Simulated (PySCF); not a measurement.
SMILES [GeH3][CH2]CC (GFN2-xTB optimised geometry):

```
14

C      1.624    -0.164     1.233
C      1.053    -0.847     0.000
C     -0.472    -0.847     0.000
Ge    -1.284     0.955     0.000
H      1.261    -0.647     2.139
H      1.319     0.883     1.255
H      2.711    -0.207     1.230
H      1.413    -0.333    -0.895
H      1.414    -1.879    -0.045
H     -0.832    -1.380    -0.883
H     -0.839    -1.398     0.869
H     -2.711     0.894    -0.447
H     -1.290     1.604     1.348
H     -0.566     1.879    -0.932
```

Calculation: PBE0/def2-TZVP in PySCF 2.14.0.

Q: What are the frontier orbital energies and the dipole moment?

A: HOMO-2 -9.18 eV, HOMO-1 -9.08 eV, HOMO -8.27 eV, LUMO 0.92 eV, LUMO+1 1.53 eV; dipole moment 0.94 D.

Meta-Löwdin charges at PBE0/def2-TZVP: C1 -0.34, C2 -0.18, C3 -0.39, Ge4 0.34, H5 0.11, H6 0.11, H7 0.12, H8 0.10, H9 0.11, H10 0.12, H11 0.12, H12 -0.06, H13 -0.07, H14 -0.07.
